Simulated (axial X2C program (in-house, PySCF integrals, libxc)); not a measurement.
## Spin–orbit effects along a row: molecules with B (ions), PBE0

Calculated with an axial X2C code built on PySCF integrals, spin-free (one-electron X2C) or two-component (2c: spin–orbit coupling with atomic mean-field Coulomb and Gaunt terms, which also bring small scalar terms), in Dyall basis sets with cores contracted in-house; open shells are unrestricted.

Basis sets: B dyall-v3z, Co dyall-cv3z, Cr dyall-cv3z, Cu dyall-cv3z, Fe dyall-cv3z, Ga dyall-cv3z, Ge dyall-cv3z, Mn dyall-cv3z, Ni dyall-cv3z, Sc dyall-cv3z, Ti dyall-cv3z, V dyall-cv3z, Zn dyall-cv3z.

```
molecule   spin-free state  Re (Å)  ωe (cm⁻¹)  De (eV)  2c state  Re 2c (Å)  ωe 2c (cm⁻¹)  De 2c (eV)
    ScB⁺  M_S = 3/2, Λ = 0   2.108      536.9     2.46   Ω = 3/2      2.108         536.5         n/a
    TiB⁺    M_S = 2, Λ = 2   2.075      495.5     2.50     Ω = 4      2.075         494.9         n/a
     VB⁺  M_S = 5/2, Λ = 0   2.063      447.9     2.25   Ω = 5/2      2.063         447.3         n/a
    CrB⁺    M_S = 3, Λ = 0   2.169      436.3     1.94     Ω = 3      2.170         435.6        1.94
    MnB⁺  M_S = 5/2, Λ = 1   2.057      504.7     1.19   Ω = 7/2      2.057         505.2        1.20
    FeB⁺    M_S = 1, Λ = 0   1.793      544.5     2.69     Ω = 1      1.793         543.2         n/a
    CoB⁺  M_S = 3/2, Λ = 2   1.902      571.7     2.83   Ω = 7/2      1.902         571.4         n/a
    NiB⁺    M_S = 1, Λ = 2   1.867      581.3     2.74     Ω = 3      1.867         581.1         n/a
    CuB⁺  M_S = 1/2, Λ = 0   1.898      536.2     2.75   Ω = 1/2      1.899         535.6        2.75
    ZnB⁺    M_S = 0, Λ = 0   2.350      327.5     1.96     Ω = 0      2.351         327.4        1.96
    GaB⁺  M_S = 1/2, Λ = 0   2.786      208.5     0.90   Ω = 1/2      2.787         208.4        0.90
    GeB⁺    M_S = 1, Λ = 1   2.180      460.4     2.47     Ω = 2      2.177         465.8         n/a
```

(1) Work out the shifts from the spin-free to the two-component result.

Fragments in 2c: Sc+ + B, Ti+ + B, V+ + B, Cr+ + B, Mn+ + B, Fe+ + B, Co+ + B, Ni+ + B, Cu+ + B, Zn + B+, Ga+ + B, Ge+ + B. Each entry is the lowest single determinant of a limited PBE0 search at one distance. De goes to single-determinant-based atoms at the same level (for ions the charge split of lowest energy) and is withheld (n/a) where an atom does not fit its ground term or J level. Main or longest-lived isotopes. One determinant is a doubtful description, or other states lie close, for ScB⁺, TiB⁺, VB⁺, CrB⁺, MnB⁺, FeB⁺, CoB⁺, NiB⁺, GeB⁺; these need not be ground states, and all values refer to the states named. Some open-shell Ω = 0 determinants are out of reach, so the Ω given for TiB⁺, CrB⁺, FeB⁺, GeB⁺ need not be the lowest component. With several unpaired electrons the Ω given is that of one determinant, not necessarily of the lowest component. Some light 2c atoms are not at their ground J level, so De misses part of their lowering (0.04 eV or less). The functionals have no current term, which raises determinants with orbital currents.

Answers

(1) 

```json
{"molecule": "ScB⁺", "2c state": "Ω = 3/2", "ΔRe (Å)": "0.000", "Δωe (cm⁻¹)": "-0.4", "ΔDe (eV)": "n/a"}
{"molecule": "TiB⁺", "2c state": "Ω = 4", "ΔRe (Å)": "0.000", "Δωe (cm⁻¹)": "-0.6", "ΔDe (eV)": "n/a"}
{"molecule": "VB⁺", "2c state": "Ω = 5/2", "ΔRe (Å)": "0.000", "Δωe (cm⁻¹)": "-0.6", "ΔDe (eV)": "n/a"}
{"molecule": "CrB⁺", "2c state": "Ω = 3", "ΔRe (Å)": "0.001", "Δωe (cm⁻¹)": "-0.7", "ΔDe (eV)": "0.00"}
{"molecule": "MnB⁺", "2c state": "Ω = 7/2", "ΔRe (Å)": "0.000", "Δωe (cm⁻¹)": "0.5", "ΔDe (eV)": "0.01"}
{"molecule": "FeB⁺", "2c state": "Ω = 1", "ΔRe (Å)": "0.000", "Δωe (cm⁻¹)": "-1.3", "ΔDe (eV)": "n/a"}
{"molecule": "CoB⁺", "2c state": "Ω = 7/2", "ΔRe (Å)": "0.000", "Δωe (cm⁻¹)": "-0.3", "ΔDe (eV)": "n/a"}
{"molecule": "NiB⁺", "2c state": "Ω = 3", "ΔRe (Å)": "0.000", "Δωe (cm⁻¹)": "-0.2", "ΔDe (eV)": "n/a"}
{"molecule": "CuB⁺", "2c state": "Ω = 1/2", "ΔRe (Å)": "0.001", "Δωe (cm⁻¹)": "-0.6", "ΔDe (eV)": "0.00"}
{"molecule": "ZnB⁺", "2c state": "Ω = 0", "ΔRe (Å)": "0.001", "Δωe (cm⁻¹)": "-0.1", "ΔDe (eV)": "0.00"}
{"molecule": "GaB⁺", "2c state": "Ω = 1/2", "ΔRe (Å)": "0.001", "Δωe (cm⁻¹)": "-0.1", "ΔDe (eV)": "0.00"}
{"molecule": "GeB⁺", "2c state": "Ω = 2", "ΔRe (Å)": "-0.003", "Δωe (cm⁻¹)": "5.4", "ΔDe (eV)": "n/a"}
```

Shifts of one unit in the last digit are rounding.
